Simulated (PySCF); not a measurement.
silacyclobutane (C3H8Si), SMILES C1C[SiH2]C1.

Coordinates come from a B3LYP-D3(BJ)/def2-SVP optimisation.

Calculation: PySCF with PBE/def2-TZVP.

Symmetry labels are those of the subgroup Cs that the program uses (full group Cs).

Q: List the valence orbital energies around the gap with their symmetry. (An estimate is asked for; the answer gives what the named calculation found.)

A: 
```
orbital  symmetry  energy (eV)
-------  --------  -----------
HOMO−7         A'       -11.22
HOMO−6         A'       -10.68
HOMO−5         A"        -9.41
HOMO−4         A'        -8.41
HOMO−3         A"        -8.31
HOMO−2         A'        -7.63
HOMO−1         A"        -6.90
HOMO           A'        -6.61
LUMO           A"        -0.44
LUMO+1         A'         0.20
LUMO+2         A'         0.66
LUMO+3         A'         1.17
```
